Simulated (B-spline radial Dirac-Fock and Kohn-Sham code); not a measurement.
# Dipole and non-dipole photoemission parameters of Fe³⁺ 2p1/2

System: the Fe³⁺ ion, [Ar] 3d5; threshold 774.4 eV (orbital energy of the model). The computed values come from a B-spline atomic structure program: Dirac-Hartree-Slater photoionisation with a Latter tail; cross sections with all multipoles, angular parameters from the dipole term and its interference with E2.

Input file task.json (cfg lists n, l and occupation; rrms is the nuclear radius in fm):

```json
{"items": [{
  "Z": 26,
  "q": 3,
  "cfg": [[1, 0, 2], [2, 0, 2], [2, 1, 6], [3, 0, 2], [3, 1, 6], [3, 2, 5]],
  "A": 56,
  "rrms": 3.7377,
  "do": "xps",
  "hv": [50.5, 51.4, 60, 80, 100, 124.0, 132.0, 134.0, 139.0, 159.0, 281.0, 404.0, 499.0, 628.0, 705.0, 800, 1253.6, 1260.0, 1450.0, 1640.0, 2590.0, 2620.0, 3570.0, 4290.0, 7050.0, 7630.0, 9251.7, 12000, 13300.0, 15000]
}]}
```

Launch: `python xray2_run.py task.json out`

For linearly polarised light dσ/dΩ = σ/(4π) [1 + β P₂(cos θ) + (δ + γ cos²θ) sin θ cos φ], with θ from the polarisation vector and φ the angle between the beam and the projection of the electron momentum on the plane normal to the polarisation.

| hν (eV) | σ (kb) | β | γ | δ |
| --- | --- | --- | --- | --- |
| 800 | 366 | 0.879 | -0.111 | 0.007 |
| 1253.6 | 121 | 1.445 | 0.138 | 0.021 |
| 1260 | 119 | 1.446 | 0.142 | 0.021 |
| 1450 | 81.8 | 1.455 | 0.246 | 0.025 |
| 1640 | 58.2 | 1.448 | 0.337 | 0.028 |
| 2590 | 15.6 | 1.342 | 0.664 | 0.048 |
| 2620 | 15.0 | 1.338 | 0.671 | 0.049 |
| 3570 | 5.85 | 1.222 | 0.874 | 0.070 |
| 4290 | 3.29 | 1.144 | 0.987 | 0.087 |
| 7050 | ? | ? | ? | ? |
| 7630 | 0.501 | 0.875 | 1.297 | 0.164 |
| 9251.7 | 0.261 | 0.785 | 1.388 | 0.199 |
| 12000 | 0.106 | 0.669 | 1.502 | 0.254 |
| 13300 | 0.0743 | 0.625 | 1.546 | 0.278 |
| 15000 | 0.0486 | 0.575 | 1.597 | 0.308 |

Q: Give the values at 7050 eV.

A: σ = 0.653 kb, β = 0.913, γ = 1.257, δ = 0.151.
